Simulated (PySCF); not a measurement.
Molecule: `Nc1cccc(Cl)c1`, C6H6ClN.

Cartesian coordinates in Å; atom numbers follow the order of the lines, from 1:
```xyz
14

N     2.163   -0.608   -0.034
C     0.806   -0.385    0.006
C     0.276    0.903   -0.191
C    -1.098    1.107   -0.194
C    -1.990    0.053   -0.002
C    -1.459   -1.220    0.194
Cl   -2.530   -2.564    0.440
C    -0.088   -1.452    0.201
H     2.764    0.190    0.116
H     2.503   -1.462    0.387
H     0.956    1.745   -0.348
H    -1.488    2.116   -0.348
H    -3.069    0.206   -0.002
H     0.286   -2.466    0.355
```

Geometry PBE0-D3(BJ)/def2-SVP throughout; GIAO in PySCF 2.14.0 with density-fitted response routines, gas phase, one conformer, non-relativistic; equivalent atoms averaged; basis pcSseg-1.

For orientation, B3LYP gives these shifts δ (against NH3, TMS, HCl at the same level): N1 78.6, C2 153.7, C6 149.0, C5 122.7, C3 114.5, Cl7 239.4, H13 6.52, H14 6.39, H9/H10 3.06 ppm.

A run gave: N1 78.3, C2 141.1, C6 137.5, C5 114.8, C3 107.3, Cl7 246.1, H13 6.57, H14 6.35, H9/H10 3.16 ppm (shifts δ (against NH3, TMS, HCl at the same level)).

Which functional was used in that run?
A. PBE0
B. LC-wPBE
C. B97-D
D. OPBE
E. BP86

## Answers

D. C6 tells them apart best: OPBE gives 137.5, BP86 gives 145.4, B97-D gives 141.6, PBE0 gives 146.9, LC-wPBE gives 151.0 ppm.
